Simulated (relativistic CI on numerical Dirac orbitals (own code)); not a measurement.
# Pt6+ (5d4) in a crystal field

Calculated by Dirac-Coulomb-Breit CI, separate exchange-only KLI orbitals for each configuration, model QED (radiative potential, 1s self-energy scaled to tabulated hydrogen-like ionisation energies), valence Slater integrals scaled by 0.75, one configuration in a parametric crystal field (own radial code).

Field parameters in Wybourne normalisation: Oh B⁴₀ = 21Dq, B⁴₄ = √(5/14) B⁴₀. The field is a parameter set, without covalency.

S is read from ⟨S²⟩ = S(S + 1).

Levels (cm⁻¹, degeneracy): 0 (1), 7658 (3), 11798 (3), 12032 (2), 23352 (3), 23668 (2), 28572 (1), 28994 (3), 29314 (3), 29496 (2), 29564 (1), 35307 (1).

(1) Which field gives this pattern?
A. Oh, 10Dq = 35150 cm⁻¹
B. Oh, 10Dq = 20300 cm⁻¹
C. Oh, 10Dq = 21550 cm⁻¹

## Answers

(1) A. Oh, 10Dq = 35150 cm⁻¹, ground level with S = 1.06.
